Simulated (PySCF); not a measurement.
C2H8ClNSi. Atoms are numbered in the order given.

```xyz
13

Si     0.0904    -0.3512     0.3178
N      0.8333    -1.5247    -0.7029
Cl     1.3933     1.1867     0.9342
C     -1.3160     0.4757    -0.6058
C     -2.4119    -0.4937    -1.0683
H     -0.3328    -1.0508     1.5577
H      1.4875    -2.1938    -0.3066
H      1.1270    -1.2556    -1.6383
H     -0.8744     1.0102    -1.4665
H     -1.7302     1.2638     0.0464
H     -3.2039     0.0274    -1.6298
H     -1.9991    -1.2823    -1.7165
H     -2.8913    -0.9962    -0.2122
```
Charge 0, spin multiplicity 1.

Coordinates come from a B3LYP-D3(BJ)/def2-SVP optimisation. Other conformers were not sampled.

Level of theory: PBE/def2-TZVP in PySCF.

Atomic charges (e):

| atom | Mulliken | IAO |
|---|---|---|
| Si1 | 0.44 | … |
| N2 | -0.57 | -0.83 |
| Cl3 | -0.27 | -0.36 |
| C4 | -0.29 | -0.56 |
| C5 | -0.35 | … |
| H6 | -0.03 | … |
| H7 | 0.23 | 0.27 |
| H8 | 0.23 | 0.27 |
| H9 | 0.12 | … |
| H10 | 0.12 | … |
| H11 | 0.12 | 0.15 |
| H12 | 0.12 | 0.15 |
| H13 | 0.12 | 0.14 |

Q: Complete the blanks. (Estimate from the structure and the level; the computed values follow.)

A: 
- Si1, IAO: 1.01
- C5, IAO: -0.42
- H6, IAO: -0.13
- H9, IAO: 0.15
- H10, IAO: 0.16

Computed Mayer and Wiberg (Löwdin basis) orders of the bonds:
```json
[
 {"bond": "Si1–N2", "Mayer": "1.21", "Wiberg": "1.56"},
 {"bond": "Si1–Cl3", "Mayer": "1.12", "Wiberg": "1.73"},
 {"bond": "Si1–C4", "Mayer": "1.01", "Wiberg": "1.14"},
 {"bond": "C4–C5", "Mayer": "0.99", "Wiberg": "1.32"},
 {"bond": "Si1–H6", "Mayer": "0.93", "Wiberg": "0.90"},
 {"bond": "N2–H7", "Mayer": "0.92", "Wiberg": "0.95"},
 {"bond": "N2–H8", "Mayer": "0.91", "Wiberg": "0.95"},
 {"bond": "C4–H9", "Mayer": "0.93", "Wiberg": "0.84"},
 {"bond": "C4–H10", "Mayer": "0.93", "Wiberg": "0.84"},
 {"bond": "C5–H11", "Mayer": "0.96", "Wiberg": "0.91"},
 {"bond": "C5–H12", "Mayer": "0.97", "Wiberg": "0.90"},
 {"bond": "C5–H13", "Mayer": "0.97", "Wiberg": "0.91"}
]
```
